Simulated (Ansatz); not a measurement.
Total energies of SnEt3(SiMe3) (C9H24SiSn) from Ansatz at PBE0-D4/def2-SVP, gas phase (1 Eh = 27.2114 eV = 2625.5 kJ/mol). The reference geometry is relaxed at PBE-D4/def2-SVP.

Cartesian coordinates in Å:
```
Sn -0.557 -0.353 0.132
C -1.040 -2.055 -1.175
C 0.197 -2.835 -1.625
H -1.601 -1.655 -2.046
H -1.746 -2.708 -0.618
H -0.062 -3.695 -2.281
H 0.903 -2.196 -2.197
H 0.764 -3.247 -0.764
C 0.320 -1.167 1.979
C 0.667 -0.085 3.004
H 1.219 -1.749 1.689
H -0.407 -1.897 2.395
H 1.107 -0.508 3.933
H 1.404 0.644 2.602
H -0.227 0.499 3.308
C -2.431 0.634 0.728
C -3.355 -0.281 1.535
H -2.928 0.995 -0.197
H -2.153 1.538 1.308
H -4.295 0.231 1.836
H -3.649 -1.185 0.960
H -2.870 -0.638 2.468
Si 1.139 1.252 -1.007
C 1.008 2.989 -0.245
C 2.899 0.583 -0.740
C 0.788 1.357 -2.873
H 1.730 3.684 -0.725
H 1.226 2.968 0.842
H -0.010 3.409 -0.377
H 3.138 0.503 0.340
H 3.018 -0.425 -1.187
H 3.651 1.255 -1.207
H 0.852 0.357 -3.349
H -0.226 1.761 -3.070
H 1.524 2.022 -3.374
```

```json
{"state": "charge 0 singlet", "geometry": "reference", "energy (Eh)": "-860.34893"}
{"state": "charge 1 doublet", "geometry": "reference", "energy (Eh)": "-860.05307"}
{"state": "charge -1 doublet", "geometry": "reference", "energy (Eh)": "-860.27644"}
{"state": "free Sn atom (triplet)", "geometry": "–", "energy (Eh)": "-214.25429"}
{"state": "free C atom (triplet)", "geometry": "–", "energy (Eh)": "-37.76066"}
{"state": "free H atom (doublet)", "geometry": "–", "energy (Eh)": "-0.50029"}
{"state": "free Si atom (triplet)", "geometry": "–", "energy (Eh)": "-289.15194"}
```

In the def2 sets Sn takes a core potential; there is no spin–orbit coupling.

(1) Work out the vertical ionisation energy to the doublet.

(2) Work out the vertical electron affinity, to the doublet.

(3) Give the fundamental gap IE − EA, the Mulliken electronegativity (IE + EA)/2 and the hardness (IE − EA)/2.

(4) What is the binding energy per atom against free atoms?

(1) E(charge 1 doublet) − E(charge 0 singlet) = -860.05307 − (-860.34893) = 0.29586 Eh = 8.05 eV. For comparison, −ε of the highest occupied level is 6.50 eV at this level, 1.55 eV less.

(2) E(charge 0 singlet) − E(charge -1 doublet) = -860.34893 − (-860.27644) = -0.07249 Eh = -1.97 eV; negative, so the extra electron isn't bound. The basis lacks diffuse functions, which makes affinities too small.

(3) From the values in Eh: IE − EA = 0.29586 − (-0.07249) = 0.36835 Eh = 10.02 eV; (IE + EA)/2 = 3.04 eV; (IE − EA)/2 = 5.01 eV. The HOMO–LUMO gap of the same run is 7.26 eV, 2.76 eV smaller than the fundamental gap.

(4) Atoms: 1 × (-214.25429) + 9 × (-37.76066) + 24 × (-0.50029) + 1 × (-289.15194) = -855.25913 Eh. Binding: -855.25913 − (-860.34893) = 5.08980 Eh = 138.50 eV, or 3.96 eV for each of 35 atoms (no zero-point energy, no counterpoise term).

At PBE0-D4/def2-SVP the highest occupied level of the charge -1 doublet lies above zero (up to 3.30 eV). By energy differences it is unbound by 1.97 eV (vertical, against the charge 0 singlet, at PBE0-D4/def2-SVP) and held by the finite basis.
